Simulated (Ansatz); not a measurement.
Steps of a relaxation of C₂H₅GaOSe with RKS PBE0-D4/def2-TZVP.

```sh
$ ansatz run in.yaml --threads 4 --pin off --events-out ev --progress --plain --max-ram 10444MiB
```

```yaml
crystal:
  periodic: [false, false, false]
  atoms:
    - {symbol: O, position_ang: [-1.104160, 0.085430, 0.705680]}
    - {symbol: C, position_ang: [-0.059720, -0.820600, 0.586590]}
    - {symbol: Se, position_ang: [0.480050, -1.731660, 2.004300]}
    - {symbol: C, position_ang: [0.522330, -0.734750, -0.732290]}
    - {symbol: Ga, position_ang: [0.226210, 1.326350, -0.619220]}
    - {symbol: H, position_ang: [-1.517480, 0.019840, 1.584970]}
    - {symbol: H, position_ang: [-0.200050, -1.010650, -1.512210]}
    - {symbol: H, position_ang: [1.435320, -1.315770, -0.837620]}
    - {symbol: H, position_ang: [0.952080, 2.179490, 0.463670]}
    - {symbol: H, position_ang: [-0.734580, 2.002330, -1.643870]}
basis:
  gaussian: {orbitals: def2-TZVP}
hamiltonian: {xc: pbe0, dispersion: d4}
relax: {f_tol: 0.005, max_steps: 150}
```

Positions (Å) and forces (eV/Å) along the path, 14 of 41 steps:

```xyz
10
step=1 energy=-121911.9098 eV
O    -1.104    0.085    0.706    0.057   -0.440   -0.356
C    -0.060   -0.821    0.587   -0.242   -0.261    0.447
Se    0.480   -1.732    2.004   -0.004   -0.082    0.189
C     0.522   -0.735   -0.732   -0.515    0.354    0.018
Ga    0.226    1.326   -0.619    0.166    0.119   -0.182
H    -1.517    0.020    1.585    0.355    0.017   -0.129
H    -0.200   -1.011   -1.512    0.032    0.145    0.075
H     1.435   -1.316   -0.838    0.004    0.353    0.044
H     0.952    2.179    0.464    0.205   -0.097    0.068
H    -0.735    2.002   -1.644   -0.056   -0.108   -0.175
10
step=2 energy=-121911.9981 eV
O    -1.132    0.039    0.702   -0.249   -0.240    0.185
C    -0.095   -0.867    0.602    0.159    0.327    0.132
Se    0.459   -1.758    2.031   -0.097   -0.046   -0.029
C     0.491   -0.696   -0.708    0.067   -0.089   -0.163
Ga    0.207    1.338   -0.621    0.195    0.021   -0.097
H    -1.489    0.023    1.607    0.120   -0.033   -0.135
H    -0.206   -0.961   -1.513    0.044   -0.011    0.073
H     1.458   -1.181   -0.833   -0.199    0.098    0.019
H     1.046    2.121    0.449   -0.074   -0.029   -0.061
H    -0.740    1.942   -1.715    0.034    0.003    0.076
10
step=3 energy=-121912.0081 eV
O    -1.152    0.013    0.700    0.072   -0.060    0.215
C    -0.067   -0.835    0.622   -0.382   -0.190   -0.128
Se    0.444   -1.778    2.036    0.046    0.139   -0.042
C     0.488   -0.686   -0.706    0.197    0.070    0.023
Ga    0.220    1.345   -0.635    0.151    0.030   -0.138
H    -1.497    0.000    1.608    0.051   -0.048   -0.070
H    -0.224   -0.969   -1.489    0.019   -0.007    0.098
H     1.456   -1.160   -0.844   -0.108    0.047    0.017
H     1.060    2.123    0.434   -0.071   -0.003   -0.037
H    -0.730    1.948   -1.724    0.024    0.021    0.062
10
step=9 energy=-121912.0547 eV
O    -1.404   -0.289    0.858    0.508   -0.336    0.162
C    -0.168   -0.827    0.700   -0.274    0.130   -0.065
Se    0.668   -1.655    2.048   -0.134    0.154   -0.134
C     0.355   -0.579   -0.649   -0.163    0.108    0.166
Ga    0.414    1.440   -0.816   -0.069   -0.146    0.059
H    -1.688   -0.487    1.770    0.132    0.058   -0.293
H    -0.351   -0.925   -1.410   -0.008    0.048    0.037
H     1.333   -1.032   -0.797   -0.065   -0.001    0.055
H     1.218    2.218    0.272    0.039    0.028    0.027
H    -0.378    2.136   -1.976    0.034   -0.043   -0.016
10
step=10 energy=-121912.0645 eV
O    -1.442   -0.412    0.887   -0.018   -0.027    0.052
C    -0.182   -0.835    0.711   -0.420    0.087    0.396
Se    0.723   -1.598    2.042    0.115   -0.060    0.142
C     0.297   -0.534   -0.610    0.253   -0.009   -0.671
Ga    0.461    1.458   -0.820   -0.041    0.035   -0.023
H    -1.689   -0.628    1.799   -0.010   -0.007   -0.003
H    -0.431   -0.801   -1.385    0.020   -0.077    0.113
H     1.255   -1.015   -0.791    0.017    0.042   -0.109
H     1.230    2.281    0.255    0.035    0.031    0.072
H    -0.221    2.086   -2.089    0.049   -0.015    0.030
10
step=13 energy=-121912.0910 eV
O    -1.497   -0.532    0.902    0.082   -0.037    0.034
C    -0.204   -0.815    0.718    0.054   -0.027    0.105
Se    0.811   -1.406    2.072   -0.045    0.052   -0.087
C     0.237   -0.527   -0.638   -0.043    0.044   -0.038
Ga    0.496    1.461   -0.828   -0.028    0.004   -0.007
H    -1.688   -0.736    1.832   -0.056    0.023   -0.019
H    -0.520   -0.806   -1.375   -0.003   -0.007   -0.006
H     1.192   -1.001   -0.856    0.013   -0.017   -0.010
H     1.222    2.240    0.317   -0.017   -0.020    0.000
H    -0.049    2.123   -2.144    0.041   -0.016    0.029
10
step=19 energy=-121912.1356 eV
O    -1.469   -0.659    1.047    0.034   -0.011   -0.031
C    -0.188   -0.814    0.721   -0.041    0.061   -0.017
Se    1.042   -1.271    1.941    0.008   -0.007    0.006
C     0.076   -0.491   -0.672    0.013   -0.041   -0.033
Ga    0.525    1.457   -0.833    0.006    0.081   -0.013
H    -1.548   -0.841    1.995    0.011   -0.008    0.031
H    -0.783   -0.685   -1.321    0.012   -0.005    0.016
H     0.962   -1.008   -1.046   -0.037    0.003    0.001
H     0.598    2.331    0.465   -0.013   -0.035   -0.080
H     0.785    1.981   -2.297    0.007   -0.037    0.119
10
step=25 energy=-121912.2280 eV
O    -1.407   -0.756    1.143    0.380   -0.070    0.360
C    -0.176   -0.770    0.643   -0.063    0.025   -0.117
Se    1.290   -0.910    1.713   -0.282    0.172   -0.307
C    -0.118   -0.524   -0.788   -0.172   -0.153    0.161
Ga    0.561    1.384   -0.752    0.227    0.173    0.087
H    -1.321   -0.826    2.114   -0.067    0.034   -0.357
H    -1.082   -0.640   -1.294    0.129    0.024    0.087
H     0.676   -1.088   -1.274   -0.018    0.053    0.017
H    -0.043    2.332    0.358    0.073   -0.141   -0.213
H     1.619    1.798   -1.864   -0.206   -0.117    0.281
10
step=28 energy=-121912.5703 eV
O    -1.352   -0.893    1.179    0.516   -0.054    0.481
C    -0.192   -0.754    0.557   -0.444    0.289   -0.685
Se    1.380   -0.425    1.466   -0.131    0.103   -0.172
C    -0.258   -0.550   -0.865   -0.193   -0.599    0.442
Ga    0.648    1.282   -0.546    0.525    0.363    0.246
H    -1.177   -0.828    2.138   -0.168   -0.018   -0.368
H    -1.253   -0.627   -1.304    0.121    0.009    0.057
H     0.522   -1.075   -1.414   -0.008    0.148   -0.006
H    -0.250    2.323    0.233    0.122   -0.169   -0.185
H     1.931    1.548   -1.443   -0.340   -0.072    0.191
10
step=34 energy=-121912.7041 eV rejected
O    -1.342   -0.892    1.194   -0.074    0.057   -0.004
C    -0.223   -0.741    0.501   -0.016   -0.242   -0.189
Se    1.390   -0.374    1.416   -0.105    0.070   -0.167
C    -0.311   -0.653   -0.879    0.148   -0.019    0.246
Ga    0.768    1.293   -0.349   -0.043    0.015    0.040
H    -1.162   -0.733    2.130    0.056    0.013   -0.008
H    -1.286   -0.746   -1.345    0.014    0.095    0.036
H     0.551   -0.932   -1.475    0.001    0.007    0.076
H    -0.265    2.307    0.232    0.016    0.007   -0.009
H     1.880    1.470   -1.423    0.003   -0.002   -0.021
10
step=35 energy=-121912.7111 eV
O    -1.349   -0.913    1.200   -0.024    0.005    0.045
C    -0.231   -0.757    0.508    0.014   -0.005   -0.001
Se    1.376   -0.360    1.411    0.000   -0.005   -0.012
C    -0.305   -0.639   -0.866    0.015   -0.020   -0.021
Ga    0.759    1.292   -0.367    0.013    0.008    0.026
H    -1.157   -0.774    2.138    0.003    0.012   -0.048
H    -1.276   -0.702   -1.346    0.001    0.004    0.008
H     0.560   -0.932   -1.448   -0.009    0.005    0.012
H    -0.255    2.329    0.206   -0.008   -0.009   -0.001
H     1.879    1.456   -1.437   -0.005    0.005   -0.009
10
step=36 energy=-121912.7122 eV
O    -1.348   -0.894    1.197   -0.023   -0.005   -0.042
C    -0.227   -0.759    0.502   -0.020   -0.001   -0.015
Se    1.385   -0.374    1.405   -0.003    0.003   -0.016
C    -0.304   -0.655   -0.872    0.022    0.010    0.030
Ga    0.762    1.292   -0.350    0.003   -0.021    0.011
H    -1.157   -0.737    2.131    0.030    0.011    0.020
H    -1.276   -0.712   -1.349   -0.001    0.004    0.005
H     0.562   -0.938   -1.458    0.003   -0.001    0.014
H    -0.267    2.312    0.225   -0.006   -0.003    0.000
H     1.870    1.466   -1.431   -0.005    0.003   -0.006
10
step=39 energy=-121912.7125 eV
O    -1.349   -0.883    1.195   -0.006    0.000   -0.006
C    -0.228   -0.760    0.500    0.015    0.004    0.009
Se    1.388   -0.382    1.402   -0.013   -0.004   -0.010
C    -0.301   -0.658   -0.873    0.000   -0.002    0.001
Ga    0.761    1.288   -0.345    0.002   -0.002    0.001
H    -1.152   -0.721    2.127    0.003    0.000    0.010
H    -1.273   -0.709   -1.352    0.000    0.000   -0.004
H     0.566   -0.944   -1.456    0.002    0.001    0.000
H    -0.275    2.299    0.234   -0.001    0.002    0.000
H     1.862    1.471   -1.432   -0.001    0.001    0.000
10
step=41 energy=-121912.7125 eV
O    -1.349   -0.882    1.196   -0.001   -0.002    0.001
C    -0.228   -0.760    0.500    0.000    0.004    0.000
Se    1.388   -0.383    1.401    0.002   -0.001    0.002
C    -0.301   -0.658   -0.873   -0.002    0.000    0.000
Ga    0.761    1.287   -0.345    0.000    0.000    0.000
H    -1.152   -0.721    2.128    0.000    0.000   -0.001
H    -1.272   -0.710   -1.353    0.000   -0.001    0.000
H     0.567   -0.944   -1.455    0.000    0.000    0.000
H    -0.275    2.299    0.234    0.000    0.000    0.000
H     1.861    1.472   -1.432    0.000    0.000    0.000
```

Run time 4.1 min (4 threads of an Arm Neoverse V2 on a shared host); peak host memory 0.78 GiB.
